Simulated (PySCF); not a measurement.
Spinor energies of Bi³⁸⁺ (bismuth, charge +38)

Start: [Kr] 4d9; 4d3/2 filled at m_j = -3/2, -1/2, +1/2, +3/2; 4d5/2 filled at m_j = -3/2, -1/2, +1/2, +3/2, +5/2. Calculated with PySCF 2.14 in an uncontracted even-tempered set (16 s from 4.3 bohr⁻², ratio 2.8; 14 p from 5.6 bohr⁻², ratio 2.8; 9 d from 5.6 bohr⁻², ratio 2.8; 3 f from 26 bohr⁻², ratio 3): generalised Hartree-Fock with the X2C-1e Hamiltonian and a Gaussian nucleus; one run each with spin-orbit coupling (SO) switched off, then screened by Boettger's factors.

```json
{"spinor shell": "1s1/2", "electrons": "2", "ε, spin-free (eV)": "-92642.6", "ε, screened SO (eV)": "-92601.1", "weight of nominal j (screened SO)": "1.000", "rms radius, screened SO (bohr)": "0.0178"}
{"spinor shell": "2s1/2", "electrons": "2", "ε, spin-free (eV)": "-18120.5", "ε, screened SO (eV)": "-18107.3", "weight of nominal j (screened SO)": "1.000", "rms radius, screened SO (bohr)": "0.0719"}
{"spinor shell": "2p1/2", "electrons": "2", "ε, spin-free (eV)": "-15753.7", "ε, screened SO (eV)": "-17435.7", "weight of nominal j (screened SO)": "1.000", "rms radius, screened SO (bohr)": "0.0607"}
{"spinor shell": "2p3/2", "electrons": "4", "ε, spin-free (eV)": "-15753.7", "ε, screened SO (eV)": "-15111.3", "weight of nominal j (screened SO)": "1.000", "rms radius, screened SO (bohr)": "0.0691"}
{"spinor shell": "3s1/2", "electrons": "2", "ε, spin-free (eV)": "-5642.9", "ε, screened SO (eV)": "-5638.6", "weight of nominal j (screened SO)": "1.000", "rms radius, screened SO (bohr)": "0.182"}
{"spinor shell": "3p1/2", "electrons": "2", "ε, spin-free (eV)": "-4954.5", "ε, screened SO (eV)": "-5339.3", "weight of nominal j (screened SO)": "1.000", "rms radius, screened SO (bohr)": "0.174"}
{"spinor shell": "3p3/2", "electrons": "4", "ε, spin-free (eV)": "-4954.5", "ε, screened SO (eV)": "-4803.9", "weight of nominal j (screened SO)": "1.000", "rms radius, screened SO (bohr)": "0.190"}
{"spinor shell": "3d3/2", "electrons": "4", "ε, spin-free (eV)": "-4255.9", "ε, screened SO (eV)": "-4322.8", "weight of nominal j (screened SO)": "1.000", "rms radius, screened SO (bohr)": "0.166"}
{"spinor shell": "3d5/2", "electrons": "6", "ε, spin-free (eV)": "-4255.9", "ε, screened SO (eV)": "-4208.3", "weight of nominal j (screened SO)": "1.000", "rms radius, screened SO (bohr)": "0.170"}
{"spinor shell": "4s1/2", "electrons": "2", "ε, spin-free (eV)": "-2388.7", "ε, screened SO (eV)": "-2387.3", "weight of nominal j (screened SO)": "1.000", "rms radius, screened SO (bohr)": "0.377"}
{"spinor shell": "4p1/2", "electrons": "2", "ε, spin-free (eV)": "-2134.1", "ε, screened SO (eV)": "-2253.0", "weight of nominal j (screened SO)": "1.000", "rms radius, screened SO (bohr)": "0.378"}
{"spinor shell": "4p3/2", "electrons": "4", "ε, spin-free (eV)": "-2134.1", "ε, screened SO (eV)": "-2086.4", "weight of nominal j (screened SO)": "1.000", "rms radius, screened SO (bohr)": "0.409"}
{"spinor shell": "4d3/2", "electrons": "4", "ε, spin-free (eV)": "-1857.6", "ε, screened SO (eV)": "-1877.2", "weight of nominal j (screened SO)": "0.997", "rms radius, screened SO (bohr)": "0.396"}
{"spinor shell": "4d5/2", "electrons": "5", "ε, spin-free (eV)": "-1857.6", "ε, screened SO (eV)": "-1843.5", "weight of nominal j (screened SO)": "0.998", "rms radius, screened SO (bohr)": "0.404"}
```

```json
{"quantity": "E (hartree)", "spin-free": "-20669.00326", "screened SO": "-20710.74969"}
{"quantity": "M_J", "spin-free": "5/2", "screened SO": "5/2"}
{"quantity": "⟨J²⟩", "spin-free": "8.750", "screened SO": "8.750"}
{"quantity": "⟨L²⟩", "spin-free": "6.000", "screened SO": "6.141"}
{"quantity": "⟨S²⟩", "spin-free": "0.750", "screened SO": "0.891"}
```

Each row is a mean over spinors that exchange with the open shell spreads, by up to 16.590 eV (4p3/2).

Breit and QED terms are absent; they matter most for the inner s and p1/2 levels.

Densities and radii are taken from the X2C orbitals without a picture-change correction, which distorts them close to the nucleus.

Without spin-orbit coupling the j labels of p, d and f shells carry no meaning; the spin-free column gives the mean over the occupied spinors of each nl shell.
